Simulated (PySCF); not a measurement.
This PySCF input asks for the NMR shieldings of `C1C[C@@](C#C)([AlH2-][NH3+])[C@H]1F`, C6H11AlFN; the geometry comes from GFN2-xTB.

```python
import basis_set_exchange as bse
import numpy as np
from pyscf import gto, dft
from pyscf.prop import nmr

atoms = """
C    -1.648711    1.950050   -1.935964
C    -1.180058    1.189391   -1.133792
C    -0.600531    0.272906   -0.188297
Al    1.100062    1.125747    0.576846
N     2.680137    0.055608   -0.138251
C    -1.531622   -0.158864    0.982450
C    -1.154867   -1.617296    0.699908
C    -0.583650   -1.193354   -0.645819
F     0.684989   -1.709793   -0.929823
H    -2.057766    2.626097   -2.626268
H     1.276192    0.859279    2.107844
H     1.509678    2.489225   -0.059754
H     2.646626   -0.923187    0.146430
H     2.632998    0.069435   -1.157227
H     3.577266    0.445124    0.142823
H    -2.584423    0.056306    0.802396
H    -1.246593    0.218999    1.968360
H    -0.363155   -1.968940    1.360569
H    -1.964022   -2.345071    0.675943
H    -1.197698   -1.430986   -1.519287
"""
names = dict.fromkeys(["C", "Al", "N", "F", "H"], "pcSseg-1")
basis = {el: gto.basis.parse(bse.get_basis(n, elements=[el], fmt="nwchem")) for el, n in names.items()}
mol = gto.M(atom=atoms, basis=basis, charge=0, verbose=0)
mf = dft.RKS(mol, xc="PBE0")
mf.grids.level = 2
mf.grids.alignment = dft.numint.BLKSIZE   # the property module wants whole blocks of grid points
mf.conv_tol = 1e-9
mf.kernel()

calc = nmr.RKS(mf)   # GIAO
C = mf.mo_coeff
Co = C[:, mf.mo_occ > 0]
resp = mf.gen_response(singlet=True, hermi=2)
def vind(x):   # induced exchange potential for any number of trial vectors
    d = np.einsum("pi,xij,qj->xpq", C, 2 * x.reshape(-1, C.shape[1], Co.shape[1]), Co, optimize=True)
    return np.einsum("xpq,pi,qj->xij", resp(d - d.transpose(0, 2, 1)), C, Co, optimize=True).ravel()
mo1, _ = nmr.rhf.solve_mo1(calc, with_cphf=vind)
sigma = calc.kernel(mo1)
for i, s in enumerate(sigma):   # ppm
    w = np.linalg.eigvalsh((s + s.T) / 2)
    print("%2d %-2s iso %8.1f  s11 %8.1f  s22 %8.1f  s33 %8.1f" % (i, mol.atom_pure_symbol(i), w.mean(), *w))
```

**Question.** What does it print?

**Answer.** 
```
 0 C  iso    110.9  s11     43.4  s22     61.9  s33    227.5
 1 C  iso     89.5  s11    -21.7  s22     -7.7  s33    297.8
 2 C  iso    159.8  s11    138.8  s22    152.5  s33    188.1
 3 Al iso    407.2  s11    355.0  s22    426.4  s33    440.2
 4 N  iso    230.2  s11    213.0  s22    228.9  s33    248.7
 5 C  iso    162.2  s11    135.6  s22    168.8  s33    182.0
 6 C  iso    157.5  s11    141.1  s22    151.1  s33    180.3
 7 C  iso     81.4  s11     41.8  s22     68.3  s33    134.2
 8 F  iso    339.8  s11    301.9  s22    342.1  s33    375.4
 9 H  iso     29.8  s11     25.0  s22     25.2  s33     39.2
10 H  iso     27.3  s11     24.5  s22     25.8  s33     31.7
11 H  iso     27.4  s11     24.1  s22     26.2  s33     31.8
12 H  iso     28.8  s11     22.1  s22     26.8  s33     37.4
13 H  iso     29.1  s11     23.3  s22     26.6  s33     37.3
14 H  iso     29.8  s11     23.9  s22     24.4  s33     41.1
15 H  iso     30.0  s11     27.1  s22     28.0  s33     34.8
16 H  iso     29.2  s11     25.4  s22     27.7  s33     34.5
17 H  iso     29.5  s11     27.0  s22     27.9  s33     33.7
18 H  iso     29.3  s11     25.6  s22     26.2  s33     36.0
19 H  iso     26.5  s11     23.3  s22     27.0  s33     29.1
```

These numbers come from an equivalent density-fitted implementation of the same equations, which agrees with the script to about 0.01 ppm for H and up to a few tenths of a ppm for heavy atoms, so last digits may differ.

Size and cost of the density-fitted run: 215 basis functions, 70 s wall time on 1 thread of an Arm Neoverse N1, shared host; peak memory 1 GiB.
